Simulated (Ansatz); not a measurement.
`N#[C][Al]([F])[F]` + H₂ → `C#N` + `[F][AlH][F]` at 298.15 K and 1 bar (hydrogenolysis of a C–Al bond).

Calculated with Ansatz (gas phase, PBE0-D4/def2-TZVP geometries, no zero-point term in ΔE). CCSD(T)/CBS adds triple-zeta CCSD(T) − MP2 to the extrapolated MP2 energy (def2 sets, frozen cores). This one scheme is used for every species.

```
            species  CCSD(T)/CBS energy (Eh)  H − E (kJ/mol)  S (J/(mol·K))
`N#[C][Al]([F])[F]`               -534.51064            52.5          315.9
                 H₂                 -1.17544            35.1          130.4
              `C#N`                -93.32098            52.4          201.2
      `[F][AlH][F]`               -442.35155            43.3          264.7
```

H − E and S are ideal-gas, rigid-rotor, harmonic terms from PBE0-D4/def2-TZVP. The MP2-based limit puts H₂ 0.8 mEh under its directly extrapolated value; such offsets cancel only in part. 1 Eh = 2625.50 kJ/mol, R = 8.31446 J/(mol·K).

Problem. By hand: ΔE, ΔH, ΔS and ΔG.

Solution. ΔE = (-93.32098) + (-442.35155) − (-534.51064) − (-1.17544) = 0.01355 Eh = 35.6 kJ/mol. Δ(H − E) = 52.4 + 43.3 − 52.5 − 35.1 = 8.1, so ΔH = 43.7 kJ/mol. ΔS = 201.2 + 264.7 − 315.9 − 130.4 = 19.6 J/(mol·K). ΔG = 43.7 − 298.15 × (19.6)/1000 = 37.9 kJ/mol.

Problem. By hand: the equilibrium constant, and the temperature at which ΔG would vanish if ΔH and ΔS stayed fixed.

Solution. log₁₀ K = −ΔG/(RT ln 10) = -6.6. ΔG = 0 at ΔH/ΔS = 2230 K, though so small a ΔS makes that figure unsure.

ΔH outweighs TΔS. A doubt of 5 kJ/mol in ΔE shifts log₁₀ K by 0.9 here. These are equilibria of isolated gas molecules and say nothing of rates. Largest T1 diagnostic: 0.014 (customary marks: 0.02 for closed shells, 0.045 for open ones).
